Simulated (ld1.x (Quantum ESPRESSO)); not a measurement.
## Before and after: TM potential for cobalt (Co)

Co (Z = 27), norm-conserving Troullier–Martins (Kleinman–Bylander form), made with ld1.x (Quantum ESPRESSO) 7.5 (PBEsol, scalar-relativistic). Core [Ar], reference 3d7 4s0 4p0 (charge +2). Waves: 4s (bound, empty): rc 1.85 bohr; 4p (bound, empty): rc 2.40 bohr; 3d (bound): rc 1.50 bohr. Local part: all-electron potential smoothed inside 2.10 bohr (lloc = -1). Core correction: none.

All-electron outer shells of the reference configuration (PBEsol, scalar-relativistic, ld1.x):

```json
{"shell": "3p", "level (eV)": "-84.56", "outermost node (bohr)": "0.28", "outermost maximum (bohr)": "0.68"}
{"shell": "3d", "level (eV)": "-27.03", "outermost node (bohr)": "–", "outermost maximum (bohr)": "0.66"}
{"shell": "4s", "level (eV)": "-20.73", "outermost node (bohr)": "0.95", "outermost maximum (bohr)": "2.10"}
{"shell": "4p", "level (eV)": "-14.45", "outermost node (bohr)": "1.03", "outermost maximum (bohr)": "2.50"}
```

Change: wave 3d (bound): rc 1.50 bohr becomes 3d (bound): rc 1.16 bohr.

Cutoffs: the cutoffs (Ry, on a coarse ladder) from which the occupation-weighted sum of valence levels, in a spherical-Bessel basis at the reference potential, stays within 10 and 1 mRy of its value at 400 Ry; they do not see the model core or the augmentation charge, which bear on the density cutoff. Errors are all-electron minus pseudo energies relative to the spin-unpolarised reference configuration.

Problem. What does the change do?

Solution. The potential gets harder (110 Ry and 200 Ry → 160 Ry and 260 Ry); the number of tests with a reliable result goes from 7 to 6; of the 6 tests that both files solve, the error grows in 1 and shrinks in 0 by more than 15 % and 0.3 meV (median size 91.4 → 89.5 meV); neither file shows a bound ghost. A smaller radius makes the pseudo-wave follow the all-electron one further in, where it bends more sharply, so more plane waves are needed.

```csv
quantity,base,changed
"cutoff, loose",110 Ry,160 Ry
"cutoff, tight",200 Ry,260 Ry
bound ghosts,none,none
tests with a reliable result,7 of 7,6 of 7
"error for 3d7 4s2 4p0, meV [ΔE -25.74 eV]",+124,+113
"error for 3d7 4s1 4p0, meV [ΔE -16.70 eV]",+55,+51
"error for 3d6 4s0 4p0, meV [ΔE 35.84 eV]",-212,-258
"error for 3d8 4s0 4p0, meV [ΔE -19.32 eV]",-88,-94
"error for 3d7 4s1 4p1, meV [ΔE -21.36 eV]",+90,+84
"error for 3d7 4s1.5 4p0, meV [ΔE -22.13 eV]",+92,+85
s: phases at 2.61 bohr within 0.05 rad from the reference energy up to (Ry; the scan ends near 5),0.2,0.2
p: phases at 2.61 bohr within 0.05 rad from the reference energy up to (Ry; the scan ends near 5),1.3,1.3
d: phases at 2.61 bohr within 0.05 rad from the reference energy up to (Ry; the scan ends near 5),-0.4,-0.3
```

Base: ld1.x printed “convergence not achieved” for 4 of the counted tests; their residual had stalled under 1e-8, short of the target of 1e-14. Changed file: ld1.x printed “convergence not achieved” for 4 of the counted tests; their residual had stalled under 1e-8, short of the target of 1e-14.
